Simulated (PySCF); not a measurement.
C₂H₈ClNSi₂, SMILES C[Si@H](Cl)/C=N/[SiH3].

Geometry optimised at ωB97X-D3(BJ)/def2-SVP. The structure was generated by enumeration; whether it is a known compound was not checked. The values are those of a single conformer.

Computed with TDDFT-PBE/def2-SVPD run with PySCF.

Vertical excitations. 

### Question
Give excitation energies, oscillator strengths and character. (An estimate is asked for; the answer gives what the named calculation found.)

### Answer

| state | energy (eV) | λ (nm) | f | main pairs |
|---|---|---|---|---|
| S1 | 3.32 | 373 | 0.001 | HOMO→LUMO 100 % |
| S2 | 4.82 | 257 | 0.012 | HOMO−1→LUMO 96 % |
| S3 | 5.09 | 244 | 0.001 | HOMO−2→LUMO 98 % |
| S4 | 5.16 | 240 | 0.025 | HOMO→LUMO+1 97 % |
| S5 | 5.57 | 223 | 0.003 | HOMO→LUMO+2 99 % |
| S6 | 5.76 | 215 | 0.001 | HOMO−4→LUMO 98 % |
| S7 | 5.89 | 211 | 0.132 | HOMO−3→LUMO 71 % |
| S8 | 6.02 | 206 | 0.125 | HOMO→LUMO+3 84 % |
| S9 | 6.05 | 205 | 0.045 | HOMO→LUMO+4 91 % |
| S10 | 6.22 | 199 | 0.028 | HOMO→LUMO+5 54 %, HOMO−5→LUMO 42 % |
| T1 | 2.69 | 460 | 0 | HOMO→LUMO 100 % |
| T2 | 4.49 | 276 | 0 | HOMO−1→LUMO 64 %, HOMO−3→LUMO 30 % |
| T3 | 4.86 | 255 | 0 | HOMO−3→LUMO 51 %, HOMO−1→LUMO 34 %, HOMO−2→LUMO 10 % |
| T4 | 4.92 | 252 | 0 | HOMO→LUMO+1 99 % |
Triplets are in the Tamm–Dancoff approximation, which puts them higher than full response would, so one can lie above its singlet here.
